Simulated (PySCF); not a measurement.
An element was calculated at PBE0 (PySCF 2.14, ECP, a triple-zeta basis, no spin-orbit coupling), in the ground configurations that NIST lists.

- electron affinity: 0.775 eV
- first ionisation energy: 9.039 eV
- second ionisation energy: 16.531 eV
- third ionisation energy: 24.746 eV
- polarisability of the atom: 45.3 bohr³

**Question.** Which element is it?

**Answer.** Antimony (Sb, Z = 51), in def2-TZVPPD with the def2 core potential (28 electrons). NIST lists 8.608, 16.626 ± 0.025, 25.323 eV for these ionisation energies.
